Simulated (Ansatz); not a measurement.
```yaml
crystal:
  periodic: [false, false, false]
  atoms:
    - {symbol: Be, position_ang: [0.002529, 0.001643, 0.000751]}
    - {symbol: F, position_ang: [0.539806, -0.257122, -1.241334]}
    - {symbol: F, position_ang: [-0.542336, 0.255489, 1.240582]}
basis:
  gaussian: {orbitals: pcseg-2, fitting: {mean_field: def2-universal-jkfit}}
hamiltonian: {xc: {name: B3LYP5}}
```

```sh
$ ansatz run in.yaml --threads 4 --pin off --events-out ev --progress --plain --max-ram 3916MiB
```

Output, abridged:

```
Functional definition: B3LYP5
205 factors; integrals over basis functions are off by at most 7.6e-1 eV
mean field evaluation 1: about -5835.8896 eV, gradient 5.5e1 eV
mean field evaluation 2: about -5825.7130 eV, gradient 1.0e2 eV
mean field evaluation 4: about -5840.0546 eV, gradient 5.1e-1 eV
mean field evaluation 8: about -5840.0555 eV, gradient 3.0e-3 eV
mean field -5840.05550772 eV, -214.6180813768 hartree, gradient 2.8e-5 eV, S^2 0.000000; 0 other end points of the search recorded, 0 dependent functions left out
reference -5840.05569231 eV, -214.6180881604 hartree; 11, 11 occupied and 64, 64 virtual orbitals, 205 factors
Total energy: -5840.05569231 eV, -214.6180881604 hartree
```

Run time 0.2 s (4 threads of Intel Xeon Platinum 8488C on a shared host).
